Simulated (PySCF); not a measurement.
Molecular orbitals of MgBi

r²SCAN at R = 2.970 Å; basis Mg def2-SVPD, Bi def2-SVPD with ECP60; scalar-relativistic core potentials; PySCF 2.14. State: ⁴Σ⁻ (quartet), unpaired electrons σ ↑, π ↑↑. Only the outer orbitals are listed, counted within each symmetry, core potentials removing the inner ones.

| spin | orbital | occ. | ε (eV) | on Mg (%) | main shells (%) |
| --- | --- | --- | --- | --- | --- |
| α | 7σ | 1 | -15.15 | 2 | 98 Bi s |
| α | 8σ | 1 | -6.27 | 47 | 52 Bi p, 46 Mg s |
| α | 4π | 1 | -5.39 | 4 | 95 Bi p |
| α | 4π | 1 | -5.39 | 4 | 95 Bi p |
| α | 9σ | 1 | -4.25 | 68 | 41 Mg s, 31 Bi p, 26 Mg p |
| α | 5π | 0 | -1.45 | 93 | 92 Mg p |
| α | 5π | 0 | -1.45 | 93 | 92 Mg p |
| α | 10σ | 0 | -0.17 | 74 | 61 Mg p, 21 Bi s, 9 Mg d |
| β | 7σ | 1 | -13.37 | 5 | 95 Bi s |
| β | 8σ | 1 | -5.53 | 63 | 57 Mg s, 36 Bi p |
| β | 4π | 0 | -3.06 | 19 | 81 Bi p, 16 Mg p |
| β | 4π | 0 | -3.06 | 19 | 81 Bi p, 16 Mg p |
| β | 9σ | 0 | -2.51 | 63 | 40 Mg s, 34 Bi p, 21 Mg p |

Problem. Which are the highest filled and the lowest empty level, where do they sit, and how wide is the gap?

Solution. Highest filled α 9σ at -4.25 eV (in %: 41 Mg s, 31 Bi p, 26 Mg p); lowest empty β 4π at -3.06 eV (in %: 81 Bi p, 16 Mg p); the gap at r²SCAN is 1.19 eV.

* bond order (Mayer): 0.95
* ⟨S²⟩: 3.773
* charge on Mg (Mulliken, basis-dependent): 0.06
* charge on Mg (Löwdin, basis-dependent): -0.01
* dipole moment (positive dipole means Mg(−)Bi(+)): -0.96 D

These are scalar-relativistic numbers at best; spin–orbit coupling would shift them, the dissociation energy most. The state was picked by a PBE0 search and need not be the measured ground state.
